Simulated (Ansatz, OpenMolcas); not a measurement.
**Errors in the atomisation enthalpy at 298 K**

8 molecules with halogens; the atomisation enthalpy at 298 K in kJ/mol, computed less measured. Shapes, held fixed at every level: PBE0-D4/def2-TZVP. Thermal terms are harmonic and unscaled (PBE0-D4/def2-TZVP); the spin-orbit lowering of the free atoms is taken from their spectra. Programs: Ansatz 0.2.0, OpenMolcas 26.06. Measured values: Active Thermochemical Tables, CRC Handbook of Chemistry and Physics, NIST-JANAF tables.

Levels: A = BLYP/cc-pVDZ; B = BHLYP/cc-pVDZ; C = wB97M-V/def2-TZVPP.

| molecule | from tabulated heats | A | B | C |
| --- | --- | --- | --- | --- |
| CBr2ClF (SMILES FC(Cl)(Br)Br) | 1329 | -58 | -205 | -13 |
| CBr2F2 (dibromodifluoromethane) | 1484 | -19 | -198 | -7 |
| CBrClF2 (SMILES FC(F)(Cl)Br) | 1551 | -26 | -202 | +2 |
| CH2BrF (bromofluoromethane) | 1556 | -37 | -122 | -5 |
| C2F3N (cyanotrifluoromethane) | 2640 | +34 | -260 | +15 |
| C2H4Cl2 (SMILES CC(Cl)Cl) | 2676 | -103 | -157 | +15 |
| Si(CH3)Cl3 (methyltrichlorosilane) | 2714 | -167 | -179 | +61 |
| C3H7F (2-fluoropropane) | 4049 | -87 | -162 | +25 |

Q: Sum up the errors.

A: 
```
             level                    kind  mean error  mean absolute error  worst case
      BLYP/cc-pVDZ                     GGA       -57.9                 66.4  Si(CH3)Cl3
     BHLYP/cc-pVDZ           global hybrid      -185.6                185.6       C2F3N
wB97M-V/def2-TZVPP  range-separated hybrid       +11.6                 17.9  Si(CH3)Cl3
```

On this set wB97M-V/def2-TZVPP has the smallest mean absolute error and BHLYP/cc-pVDZ the largest. BLYP/cc-pVDZ is too low in 7 of 8; BHLYP/cc-pVDZ is too low in 8 of 8; wB97M-V/def2-TZVPP is too high in 5 of 8. The heats of C2F3N (cyanotrifluoromethane) come from older tables and can be uncertain by 10 kJ/mol or more. Heats of the atoms come from ATcT where it has them. The levels differ in basis as well as in method. The tabulated values of Si(CH3)Cl3, C3H7F are in doubt (older tables, estimates, or at odds with other calculations) and kept here. Over the 6 molecules whose values aren't doubted the mean absolute errors are A 46.2; B 190.7; C 9.5. Relativity is left out for Br. The set is small.
